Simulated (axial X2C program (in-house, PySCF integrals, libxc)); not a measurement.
Spin–orbit effects down a group: molecules with Cr, PBE0

All values come from calculations with an in-house all-electron X2C program for linear molecules (integrals from PySCF), spin-free (one-electron X2C) or two-component (2c: spin–orbit coupling with atomic mean-field Coulomb and Gaunt terms, which also bring small scalar terms), in Dyall basis sets with cores contracted in-house; open shells are unrestricted.

Basis sets: Cr dyall-cv3z, O dyall-av3z, Se dyall-cv3z, Te dyall-cv3z.

```tsv
molecule	spin-free state	Re (Å)	ωe (cm⁻¹)	De (eV)	2c state	Re 2c (Å)	ωe 2c (cm⁻¹)	De 2c (eV)
CrO	M_S = 2, Λ = 1	1.601	893.9	4.12	Ω = 1	1.601	894.2	4.13
CrSe	M_S = 2, Λ = 1	2.256	304.8	2.62	Ω = 1	2.264	300.8	2.64
CrTe	M_S = 2, Λ = 1	2.497	244.6	2.20	Ω = 1	2.513	239.0	2.13
```

Problem. Work out the shifts from the spin-free to the two-component result.

Solution. 

```csv
molecule,2c state,ΔRe (Å),Δωe (cm⁻¹),ΔDe (eV)
CrO,Ω = 1,0.000,0.3,0.01
CrSe,Ω = 1,0.008,-4.0,0.02
CrTe,Ω = 1,0.016,-5.6,-0.07
```

Shifts of one unit in the last digit are rounding.

Each entry is the lowest single determinant of a limited PBE0 search at one distance. De goes to single-determinant-based atoms at the same level (for ions the charge split of lowest energy) and is withheld (n/a) where an atom does not fit its ground term or J level. Main or longest-lived isotopes. One determinant is a doubtful description, or other states lie close, for CrO, CrSe, CrTe; these need not be ground states, and all values refer to the states named. Some open-shell Ω = 0 determinants are out of reach, so the Ω given for CrO, CrSe, CrTe need not be the lowest component. With several unpaired electrons the Ω given is that of one determinant, not necessarily of the lowest component. Some light 2c atoms are not at their ground J level, so De misses part of their lowering (0.04 eV or less). The functionals have no current term, which raises determinants with orbital currents.
